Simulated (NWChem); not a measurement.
System: C₂H₆NO cation; SMILES CC(N)=[OH+]

Excerpt of the output:

```
             Northwest Computational Chemistry Package (NWChem) 7.3.0
             --------------------------------------------------------

                             Geometry "geometry" -> ""
                             -------------------------

 Output coordinates in angstroms (scale by  1.889725989 to convert to a.u.)

  No.       Tag          Charge          X              Y              Z
 ---- ---------------- ---------- -------------- -------------- --------------
    1 C                    6.0000     0.14848500    -1.40821400     0.00120600
    2 C                    6.0000    -0.00524400     0.06334300     0.00046300
    3 N                    7.0000     1.01236500     0.87398600    -0.00027400
    4 O                    8.0000    -1.17144100     0.62237700    -0.00002300
    5 H                    1.0000    -0.35113800    -1.82624200     0.89050300
    6 H                    1.0000     1.20004300    -1.71762600     0.00641000
    7 H                    1.0000    -0.34469100    -1.82720900    -0.89115400
    8 H                    1.0000     0.86745400     1.88380200    -0.00100100
    9 H                    1.0000     1.96594900     0.52476400    -0.00032200
   10 H                    1.0000    -1.90667700    -0.01080500     0.00076100

 Effective nuclear repulsion energy (a.u.)     131.1408248828

                                 NWChem DFT Module
                                 -----------------

 Summary of "ao basis" -> "ao basis" (spherical)
 ------------------------------------------------------------------------------
       Tag                 Description            Shells   Functions and Types
 ---------------- ------------------------------  ------  ---------------------
 C                           6-31g*                  6       14   3s2p1d
 N                           6-31g*                  6       14   3s2p1d
 O                           6-31g*                  6       14   3s2p1d
 H                           6-31g*                  2        2   2s

 in cosmo_initialize ...

 solvent parameters
 solvname_short: unkn
 solvname_long:  unknown
 dielec:       20.7000

          ---------------
          -cosmo- solvent
          ---------------
 Cosmo: York-Karplus, doi: 10.1021/jp992097l
 dielectric constant -eps-     =  20.70
 screen = (eps-1)/(eps    )    =   0.95169
 surface charge correction     = lagrangian

   van der Waals surface
 --------------------------

 ---------- ATOMIC COORDINATES (A.U.) ------------ VDWR(ANG.) --
     1    0.28059596   -2.66113859    0.00227901     2.000
     2   -0.00990972    0.11970091    0.00087494     2.000
     3    1.91309245    1.65159406   -0.00051778     1.830
     4   -2.21370250    1.17612199   -0.00004346     1.720
     5   -0.66355460   -3.45109697    1.68280666     1.300
     6    2.26775244   -3.24584249    0.01211314     1.300
     7   -0.65137154   -3.45292433   -1.68403687     1.300
     8    1.63925037    3.55986960   -0.00189162     1.300
     9    3.71510492    0.99166017   -0.00060849     1.300
    10   -3.60309708   -0.02041849    0.00143808     1.300
 number of segments per atom =         32
 number of   points per atom =         32
 atom (   nspa,  nppa )
 ----------------------
    1 (     16,     0 )       0
    2 (     10,     0 )       0
    3 (     16,     0 )       0
    4 (     16,     0 )       0
    5 (     14,     0 )       0
    6 (     14,     0 )       0
    7 (     14,     0 )       0
    8 (     16,     0 )       0
    9 (     14,     0 )       0
   10 (     16,     0 )       0
 number of -cosmo- surface points =      146
 molecular surface =    106.177 angstrom**2
 molecular volume  =     80.354 angstrom**3
 G(cav/disp)       =      1.391 kcal/mol
 -lineq- algorithm             =   0
 -bem- low  level              =   2
 -bem- from -octahedral-
 gaussian surface charge width =   4.50000
 degree of switching           =   1.00000
 switching function tolerance  =   0.00010
 atomic radii =
 --------------
    1  6.000  2.000
    2  6.000  2.000
    3  7.000  1.830
    4  8.000  1.720
    5  1.000  1.300
    6  1.000  1.300
    7  1.000  1.300
    8  1.000  1.300
    9  1.000  1.300
   10  1.000  1.300
 ...... end of -cosmo- initialization ......

[...]

                                   COSMO solvation results
                                   -----------------------

                 gas phase energy =      -209.316391276069
                 sol phase energy =      -209.418463407058
 (electrostatic) solvation energy =         0.102072130990 (   64.05 kcal/mol)

                       DFT Final Molecular Orbital Analysis
                       ------------------------------------

 Vector   14  Occ=2.000000D+00  E=-4.363803D-01
              MO Center= -3.1D-01, -9.8D-01,  1.2D-03, r^2= 2.3D+00
   Bfn.  Coefficient  Atom+Function         Bfn.  Coefficient  Atom+Function
  ----- ------------  ---------------      ----- ------------  ---------------
     5      0.396165   1 C  pz               47     -0.327004   4 O  pz
     9      0.229526   1 C  pz               51     -0.227868   4 O  pz
    57      0.205963   5 H  s                61     -0.206463   7 H  s
    58      0.131019   5 H  s                62     -0.131113   7 H  s
    33     -0.091065   3 N  pz               19     -0.079276   2 C  pz

 Vector   15  Occ=2.000000D+00  E=-4.323803D-01
              MO Center= -2.9D-01, -3.6D-01,  2.1D-03, r^2= 2.8D+00
   Bfn.  Coefficient  Atom+Function         Bfn.  Coefficient  Atom+Function
  ----- ------------  ---------------      ----- ------------  ---------------
    46      0.433592   4 O  py               50      0.296493   4 O  py
     3     -0.282704   1 C  px               18     -0.212361   2 C  py
    59     -0.208473   6 H  s                 4      0.201598   1 C  py
    60     -0.158429   6 H  s                 7     -0.135635   1 C  px
    48      0.117220   4 O  s                20      0.107749   2 C  s

 Vector   16  Occ=2.000000D+00  E=-3.696971D-01
              MO Center=  2.8D-01,  6.8D-01, -1.6D-04, r^2= 1.9D+00
   Bfn.  Coefficient  Atom+Function         Bfn.  Coefficient  Atom+Function
  ----- ------------  ---------------      ----- ------------  ---------------
    33      0.503818   3 N  pz               37      0.390421   3 N  pz
    47     -0.378768   4 O  pz               51     -0.286037   4 O  pz
    19      0.130656   2 C  pz                5     -0.069640   1 C  pz
    58     -0.064998   5 H  s                62      0.064898   7 H  s
    57     -0.045978   5 H  s                61      0.046177   7 H  s

 Vector   17  Occ=0.000000D+00  E=-4.562008D-02
              MO Center=  7.0D-02,  1.1D-01,  1.4D-04, r^2= 2.0D+00
   Bfn.  Coefficient  Atom+Function         Bfn.  Coefficient  Atom+Function
  ----- ------------  ---------------      ----- ------------  ---------------
    19      0.581240   2 C  pz               23      0.558987   2 C  pz
    37     -0.418074   3 N  pz               33     -0.331867   3 N  pz
    51     -0.296399   4 O  pz               62      0.267644   7 H  s
    47     -0.266267   4 O  pz               58     -0.266430   5 H  s
    57     -0.105179   5 H  s                61      0.105652   7 H  s

 Vector   18  Occ=0.000000D+00  E= 5.676339D-02
              MO Center= -3.8D-01, -2.0D-01,  1.3D-03, r^2= 5.5D+00
   Bfn.  Coefficient  Atom+Function         Bfn.  Coefficient  Atom+Function
  ----- ------------  ---------------      ----- ------------  ---------------
    68      0.932153  10 H  s                34     -0.766244   3 N  s
    66      0.716995   9 H  s                48     -0.711364   4 O  s
     6     -0.577626   1 C  s                60      0.580162   6 H  s
     8      0.406493   1 C  py               58      0.305482   5 H  s
    62      0.304473   7 H  s                22      0.284883   2 C  py

 Vector   19  Occ=0.000000D+00  E= 9.873919D-02
              MO Center=  4.4D-01,  1.2D+00, -2.0D-04, r^2= 4.6D+00
   Bfn.  Coefficient  Atom+Function         Bfn.  Coefficient  Atom+Function
  ----- ------------  ---------------      ----- ------------  ---------------
    64     -1.309965   8 H  s                34      1.200209   3 N  s
    68      0.537718  10 H  s                 6      0.528773   1 C  s
    66     -0.423646   9 H  s                36      0.416043   3 N  py
    48     -0.401858   4 O  s                58     -0.314837   5 H  s
    62     -0.311416   7 H  s                20     -0.231613   2 C  s

     Multipole analysis of the density
     ---------------------------------

     L   x y z        total         alpha         beta         nuclear
     -   - - -        -----         -----         ----         -------
     0   0 0 0      1.000000    -16.000000    -16.000000     33.000000

     1   1 0 0      0.405349      0.197560      0.197560      0.010229
     1   0 1 0     -0.203494     -0.153125     -0.153125      0.102756
     1   0 0 1      0.000954     -0.011909     -0.011909      0.024772

     2   2 0 0     -8.054733    -54.414881    -54.414881    100.775029
     2   1 1 0      3.253188     -0.159963     -0.159963      3.573115
     2   1 0 1     -0.002502      0.001326      0.001326     -0.005153
     2   0 2 0    -11.409768    -66.085431    -66.085431    120.761094
     2   0 1 1     -0.004350      0.038583      0.038583     -0.081516
     2   0 0 2    -17.223248    -11.445628    -11.445628      5.668009
```

Level: PBE0/6-31G* (spherical d), COSMO on the gas-phase geometry. Geometry: optimised at PBE0/def2-SVP. COSMO prints the solvation energy as gas minus solution, so a positive value is a stabilisation.

**Question.** Write an input that gives this output.

**Answer.** Several could match; the one computed here: the input that was run:
```
start job
memory heap 200 mb stack 900 mb global 1100 mb
charge 1
geometry units angstroms noautosym nocenter noautoz
  C      0.148485    -1.408214     0.001206
  C     -0.005244     0.063343     0.000463
  N      1.012365     0.873986    -0.000274
  O     -1.171441     0.622377    -0.000023
  H     -0.351138    -1.826242     0.890503
  H      1.200043    -1.717626     0.006410
  H     -0.344691    -1.827209    -0.891154
  H      0.867454     1.883802    -0.001001
  H      1.965949     0.524764    -0.000322
  H     -1.906677    -0.010805     0.000761
end
basis spherical
  C library 6-31g*
  N library 6-31g*
  O library 6-31g*
  H library 6-31g*
end
dft
  xc pbe0
  iterations 150
end
cosmo
  dielec 20.7
end
task dft energy
```
